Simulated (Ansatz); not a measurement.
IrCl(PH3)3 (P3IrH9Cl) was relaxed with PBE-D4 (def2-SVP, def2-SVPD) in Ansatz in these states: charge +1 doublet, charge -1 doublet, neutral singlet, neutral triplet. The geometries follow in no particular order.

In the def2 sets Ir takes a core potential; there is no spin–orbit coupling.

A:

```xyz
14

Ir   -0.177    0.498   -0.095
Cl    1.430    0.773   -1.897
P     1.161    1.666    1.390
H     1.699    1.004    2.548
H     0.741    2.858    2.078
H     2.394    2.173    0.860
P     0.317   -1.621    0.574
H    -0.663   -2.676    0.531
H     0.781   -1.900    1.909
H     1.360   -2.337   -0.116
P    -1.886    0.016   -1.580
H    -1.518   -0.024   -2.965
H    -3.072    0.819   -1.720
H    -2.566   -1.250   -1.516
```

B:

```xyz
14

Ir   -0.134   -0.666   -0.185
Cl   -0.830   -2.697   -1.532
P     1.688   -0.244   -1.471
H     2.798    0.483   -0.887
H     1.658    0.591   -2.667
H     2.534   -1.241   -2.110
P     0.648    0.270    1.665
H    -0.135    1.277    2.361
H     1.857    1.075    1.621
H     1.047   -0.386    2.918
P    -2.248    0.141    0.003
H    -3.462   -0.647    0.169
H    -2.873    1.008   -0.989
H    -2.550    1.035    1.103
```

C:

```xyz
14

Ir   -0.481    0.213   -0.031
Cl   -2.427    1.099    0.861
P     0.329    2.415   -0.109
H     1.651    2.717    0.344
H    -0.448    3.362    0.621
H     0.363    3.017   -1.405
P     1.612   -0.717   -0.044
H     1.771   -1.974    0.615
H     2.664    0.031    0.568
H     2.224   -1.019   -1.306
P    -1.570   -1.867   -0.019
H    -1.959   -2.374   -1.297
H    -2.811   -1.883    0.682
H    -0.919   -3.018    0.521
```

D:

```xyz
14

Ir    0.040    0.408   -0.199
Cl    0.233    2.567   -1.215
P     2.180    0.090   -0.924
H     2.893   -1.132   -0.675
H     3.179    1.008   -0.468
H     2.432    0.194   -2.329
P    -0.147   -1.584    0.743
H    -0.498   -1.714    2.137
H     0.978   -2.482    0.773
H    -1.109   -2.548    0.264
P    -2.068    1.106    0.362
H    -2.950    1.453   -0.711
H    -2.172    2.319    1.115
H    -2.990    0.314    1.128
```

Task: Judge from the bond lengths which geometry belongs to which state (an estimate).

Result: A is the neutral triplet (Ir1–Cl2 2.431 Å, Ir1–P7 2.276 Å, Ir1–P3 2.314 Å); B is the charge -1 doublet (Ir1–Cl2 2.534 Å, Ir1–P7 2.216 Å, Ir1–P3 2.270 Å); C is the charge +1 doublet (Ir1–Cl2 2.316 Å, Ir1–P7 2.290 Å, Ir1–P3 2.348 Å); D is the neutral singlet (Ir1–Cl2 2.394 Å, Ir1–P7 2.212 Å, Ir1–P3 2.282 Å).

At PBE-D4/def2-SVPD the highest occupied level of the relaxed charge -1 doublet lies above zero (up to 0.80 eV). By energy differences its removal costs 0.28 eV (each at its own geometry, to the charge 0 singlet, at PBE0-D4/def2-TZVPD). At PBE0-D4/def2-TZVP a singlet lies 1.66 eV below the neutral triplet.
